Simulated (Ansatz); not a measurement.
Total energies of NbSeCl3 from Ansatz at PBE-D4/def2-TZVPD, gas phase (1 Eh = 27.2114 eV = 2625.5 kJ/mol). The reference geometry is relaxed at PBE0-D4/def2-SVP.

| state | geometry | energy (Eh) |
| --- | --- | --- |
| charge 0 singlet | reference | -3838.56942 |
| charge -1 doublet | reference | -3838.62921 |
| free Nb atom (sextet) | – | -56.83927 |
| free Se atom (triplet) | – | -2401.12538 |
| free Cl atom (doublet) | – | -459.95933 |

In the def2 sets Nb takes a core potential; there is no spin–orbit coupling.

**Question.** Work out the vertical electron affinity, to the doublet.

**Answer.** E(charge 0 singlet) − E(charge -1 doublet) = -3838.56942 − (-3838.62921) = 0.05979 Eh = 1.63 eV.

**Question.** What is the binding energy per atom against free atoms?

**Answer.** Atoms: 1 × (-56.83927) + 1 × (-2401.12538) + 3 × (-459.95933) = -3837.84264 Eh. Binding: -3837.84264 − (-3838.56942) = 0.72678 Eh = 19.78 eV, or 3.96 eV for each of 5 atoms (no zero-point energy, no counterpoise term).

The restricted singlet is unstable towards broken spin symmetry in Hartree–Fock (as tested in another run); at PBE-D4/def2-TZVPD this wasn't settled. At PBE-D4/def2-TZVPD the highest occupied level of the charge -1 doublet lies above zero (up to 0.89 eV). By energy differences its removal costs 1.63 eV (vertical, to the charge 0 singlet, at PBE-D4/def2-TZVPD); a positive level beside a positive removal energy at the same level points to self-interaction error. At PBE-D4/def2-TZVPD the gap within one spin of the charge -1 doublet nearly closes, so an electron or hole may be smeared out by delocalisation error.
